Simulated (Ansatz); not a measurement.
H2O3P (SMILES O=[P](O)O), doublet, geometry from GFN2-xTB; MP2/6-311G** in Ansatz (a program for electronic structure).

The Ansatz input:
Ansatz 0.2 input:
```yaml
crystal:
  periodic: [false, false, false]
  atoms:
    - {symbol: O, position_ang: [1.42718126, -0.12789258, 0.47029264]}
    - {symbol: P, position_ang: [0.19930597, 0.02167538, -0.31483825]}
    - {symbol: O, position_ang: [-0.89924470, -1.16220642, 0.03202880]}
    - {symbol: O, position_ang: [-0.64801295, 1.33248530, 0.10149129]}
    - {symbol: H, position_ang: [-0.49333564, -2.02094206, 0.15200511]}
    - {symbol: H, position_ang: [-1.53564298, 1.35672076, -0.25993306]}
basis:
  gaussian:
    orbitals: 6-311G__.json
magnetization: {spin_polarized: true, initial_magnetization: 1}
correlation: {method: mp2}
```
The basis file holds 6-311G** in the JSON format of the Basis Set Exchange.

What the program printed (banner, timings and long lists left out):

```
Functional definition: HF
746 factors; integrals over basis functions are off by at most 1.3e-3 eV
mean field evaluation 1: about -15412.1128 eV, gradient 3.7e1 eV
mean field evaluation 2: about -15412.1208 eV, gradient 3.7e1 eV
mean field evaluation 4: about -15417.1980 eV, gradient 3.3e0 eV
mean field evaluation 8: about -15417.2885 eV, gradient 2.7e-1 eV
mean field -15417.29213537 eV, -566.5750357589 hartree, gradient 2.6e-6 eV, S^2 0.768463; 0 other end points of the search recorded, 0 dependent functions left out
8 core orbitals not correlated
reference -15417.29213537 eV, -566.5750357589 hartree; 13, 12 occupied and 72, 73 virtual orbitals, 746 factors
second order -19.19377819 eV of doubles, -0.00000000 eV of singles
Total energy: -15436.48591356 eV, -567.2803940975 hartree
```
